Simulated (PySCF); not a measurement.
# Static response to an electric field

Species: C₄H₇BF₃N.
Atom-mapped SMILES: `[BH3-:1][N+:2]#[C:3][CH2:4][CH2:5][C:6]([F:7])([F:8])[F:9]` (hydrogens: H10, H11, H12 on B1; H13, H14 on C4; H15, H16 on C5)

Geometry (PBE0-D3(BJ)/def2-SVP, Å), atoms numbered from 1 in this order:
```
atom  x, y, z in Å
B1    -2.372   -2.191    1.494
N2    -1.579   -1.103    0.767
C3    -0.978   -0.289    0.219
C4    -0.189    0.717   -0.466
C5     1.312    0.519   -0.262
C6     2.107    1.543   -1.034
F7     1.780    2.785   -0.662
F8     3.411    1.384   -0.835
F9     1.875    1.446   -2.347
H10   -2.357   -1.882    2.677
H11   -1.777   -3.236    1.268
H12   -3.493   -2.169    1.007
H13   -0.437    0.678   -1.540
H14   -0.499    1.711   -0.102
H15    1.582    0.615    0.800
H16    1.629   -0.478   -0.600
```

Level: PBE0/def2-SVPD (PySCF), static field, nuclei fixed, core orbitals frozen in the response. The polarisability tensor in these axes (au):

```
x    85.86  20.77 -13.79
y    20.77  86.03 -15.63
z   -13.79 -15.63  73.21
```

Give the principal values, the mean and the anisotropy Δα = √{½[(α1 − α2)² + (α2 − α3)² + (α1 − α3)²]}.

Principal values 62.73, 65.69 and 116.67 au; mean 81.70 au = 12.11 Å³ = 13.47 × 10⁻⁴⁰ C²·m²/J; Δα = 52.53 au (64 % of the mean).

What is the dipole moment, and where does it point?

(2.87, 3.55, -2.27) D, 5.10 D in size, pointing from the negative to the positive side. Measured along this direction, the outermost atoms are H12, H10 and H11 at the negative end and F8 and F7 at the positive end.

Find the Langevin capture rate constant for O2+ (31.990 u) meeting this molecule (137.062 u), k = 2.342 × 10⁻⁹ cm³/s × √(α in Å³ / reduced mass in u).

The reduced mass is 25.94 u, so k = 1.60 × 10⁻⁹ cm³/s. The formula leaves out the permanent dipole, which adds to the capture rate.

In a dilute gas of rigid molecules at 273 K, how does the orientational term μ²/3kT compare with the electronic polarisability?

In Gaussian units μ²/3kT = 230.21 Å³ against 12.11 Å³, a ratio of 19.02; the Debye molar polarisation (4π/3)N_A(α + μ²/3kT) is 611.3 cm³/mol, leaving out the vibrational part.

Rayleigh depolarisation ratio (linearly polarised light, static tensor)?

ρ = 3Δα²/(45ᾱ² + 4Δα²) = 8276.9/(300367 + 11035.9) = 0.0266.

Isolated species at its PBE0-D3(BJ)/def2-SVP geometry (one conformer only).
